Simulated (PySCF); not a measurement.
Species: ethyl vinyl sulfone, C4H8O2S.
Atom-mapped SMILES: `[CH2:1]=[CH:2][S:3](=[O:4])(=[O:5])[CH2:6][CH3:7]` (hydrogens: H8, H9 on C1; H10 on C2; H11, H12 on C6; H13, H14, H15 on C7)

Geometry (PBE0-D3(BJ)/def2-SVP, Å), atoms numbered from 1 in this order:
```
atom  x, y, z in Å
C1     2.4925    0.1754    0.6482
C2     1.3322   -0.4580    0.5134
S3     0.3837   -0.2219   -0.9727
O4     1.1266    0.6906   -1.8404
O5    -0.0194   -1.5489   -1.4353
C6    -1.1010    0.6415   -0.4441
C7    -2.0193   -0.2044    0.4097
H8     3.1358    0.0045    1.5155
H9     2.8244    0.8725   -0.1278
H10    0.9289   -1.1930    1.2152
H11   -1.5576    0.9133   -1.4098
H12   -0.7597    1.5681    0.0409
H13   -2.9604    0.3320    0.5995
H14   -1.5695   -0.4410    1.3857
H15   -2.2507   -1.1480   -0.1039
```

Computed with PySCF at B3LYP/def2-SVPD, non-relativistic, on one gas-phase PBE0-D3(BJ)/def2-SVP geometry that isn't relaxed in the solvent. The solvent is an IEF-PCM continuum (van der Waals radii × 1.2), and excitations are vertical TDDFT with non-equilibrium linear response and a frozen core. Specific hydrogen bonds and non-electrostatic terms are outside this model.

Gas-phase singlets (H = HOMO, L = LUMO):

| state | E (eV) | λ (nm) | f | leading configurations |
| --- | --- | --- | --- | --- |
| S1 | 5.477 | 226 | 0.004 | H→L 95% |
| S2 | 5.923 | 209 | 0.006 | H-1→L 90% |
| S3 | 6.369 | 195 | 0.014 | H-3→L 56%, H-2→L 43% |
| S4 | 6.644 | 187 | 0.014 | H-4→L 84%, H-3→L 8% |
| S5 | 7.297 | 170 | 0.202 | H→L+1 38%, H-2→L 23% |

Problem. Give the list for chloroform (ε = 4.711), n² = 2.09.

Solution. 
```csv
state,E (eV),λ (nm),f,leading configurations,change by rank (eV)
S1,5.726,217,0.004,H→L 93%,+0.249
S2,6.329,196,0.018,"H-1→L 48%, H-2→L 48%",+0.406
S3,6.748,184,0.049,"H-3→L 73%, H-2→L 20%",+0.379
S4,7.003,177,0.093,"H-4→L 71%, H-1→L 10%",+0.359
S5,7.199,172,0.311,"H-1→L 27%, H-4→L 26%",-0.098
```

Problem. How does the list change in acetone (ε = 20.49)?

Solution. 
```tsv
state	E (eV)	λ (nm)	f	leading configurations	change by rank (eV)
S1	5.809	213	0.004	H→L 91%	+0.332
S2	6.465	192	0.023	H-2→L 59%, H-1→L 35%	+0.542
S3	6.874	180	0.067	H-3→L 70%, H-2→L 18%	+0.505
S4	7.104	175	0.172	H-4→L 47%, H-1→L 23%	+0.460
S5	7.242	171	0.184	H-4→L 50%, H-1→L 20%	-0.055
```

Problem. The ground-state energy changes by -0.436 eV from gas to acetone. By how much does the total energy of gas-phase S1 change?

Solution. E(S1) = E(S0) + excitation energy, so it changes by -0.436 + 0.332 = -0.104 eV: it is lowered less than the ground state, which is what a blue shift means. This is the vertical state, with the slow part of the continuum still set for S0.

Problem. How do the frontier levels move from gas to acetone?

Solution. 
| orbital | gas (eV) | solvent (eV) | change (eV) |
| --- | --- | --- | --- |
| LUMO+2 | 0.58 | 0.81 | +0.23 |
| LUMO+1 | 0.11 | 0.36 | +0.25 |
| LUMO | -1.53 | -1.29 | +0.24 |
| HOMO | -8.07 | -8.18 | -0.11 |
| HOMO-1 | -8.42 | -8.46 | -0.04 |
| HOMO-2 | -8.76 | -8.86 | -0.10 |
| HOMO-3 | -9.03 | -9.27 | -0.24 |

The HOMO–LUMO gap goes from 6.54 to 6.89 eV. Rows go by rank; for HOMO-3, HOMO-2, HOMO-1, HOMO, LUMO+1 and LUMO+2 the atom shares or the degeneracy differ between the runs, so the row needn't follow one orbital.
